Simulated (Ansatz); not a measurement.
Consider the homolysis of the S–Si bond: `N[SiH](N)S` → `[SH]`• + `N[SiH]N`•.

Gas-phase electronic energies from Ansatz, PBE0-D4/def2-TZVP geometries. CCSD(T)/CBS is the MP2 limit (def2-TZVPP, def2-QZVPP) plus CCSD(T) − MP2 in def2-TZVPP, frozen cores. This one scheme is used for every species. DFT in def2-TZVPP. HSE06 is defined as in plane-wave codes. No spin–orbit coupling; open shells (•) take unrestricted orbitals. Each species was taken in one conformer, which may not be the lowest.

`N[SiH](N)S`:

```xyz
10

N     1.374    0.674   -0.313
Si   -0.239    0.187   -0.035
N    -0.410   -1.339   -0.772
S    -0.902   -0.211    1.972
H     2.140    0.099   -0.002
H     1.608    1.653   -0.272
H    -1.055    1.334   -0.517
H    -1.196   -1.933   -0.570
H    -0.013   -1.514   -1.680
H    -1.308    1.051    2.188
```

`[SH]`•:

Z-matrix (Å, degrees):
```
S
H 1 1.346
```

`N[SiH]N`•:

```xyz
8

N    -1.084    0.873    0.340
Si   -0.424   -0.655   -0.063
N     1.283   -0.484    0.058
H    -0.698    1.735   -0.013
H    -2.031    0.975    0.659
H    -0.632   -1.143   -1.470
H     1.702   -0.172    0.920
H     1.884   -1.128   -0.432
```

**Question.** What is ΔE at CCSD(T)/CBS? (An estimate is asked.)

**Answer.** Computed: +412.6 kJ/mol.

**Question.** What do these levels give: revPBE-D4, BLYP-D4, r2SCAN-D4, HSE06-D4, ωB97M-V, B2PLYP, HF/def2-SVP, CCSD(T)/def2-SVP, CCSD/def2-TZVPP, MP2/def2-QZVPP, MP2/CBS(def2), CCSD/CBS(def2)? (An estimate is asked.)

**Answer.** The calculation gave: revPBE-D4 388.3, BLYP-D4 379.6, r2SCAN-D4 392.3, HSE06-D4 399.6, ωB97M-V 415.8, B2PLYP 389.7, HF/def2-SVP 295.7, CCSD(T)/def2-SVP 374.7, CCSD/def2-TZVPP 388.0, MP2/def2-QZVPP 423.4, MP2/CBS(def2) 430.3, CCSD/CBS(def2) 402.9 kJ/mol.

**Question.** What do rigid-rotor, harmonic-oscillator terms from PBE0-D4/def2-TZVP frequencies (298.15 K, 1 bar) make of the CCSD(T)/CBS value? (Estimate.)

**Answer.** The calculation gave: ΔZPE = -15.2 kJ/mol, ΔH = +401.9 kJ/mol, ΔS = 162 J/(mol·K), ΔG = +353.5 kJ/mol. Open shells count their whole term as degenerate.

Largest T1 diagnostic among the species: 0.014.

From BLYP to BHLYP (50 % exact exchange), in def2-TZVPP and without D4, ΔE moves by +14.1 kJ/mol. At CCSD(T), def2-SVP lies −37.9 kJ/mol from the extrapolated value and def2-TZVPP −15.0 kJ/mol: correlation converges slowly with the basis, and small sets miss more of it in the bonded molecule than in its fragments. Leaving LDA and LC-ωPBE aside and taking each functional with its dispersion term where it has one, the values spread over 36.1 kJ/mol, from BLYP-D4 to ωB97M-V. LDA lies +61.1 kJ/mol from PBE without D4, its usual overbinding.
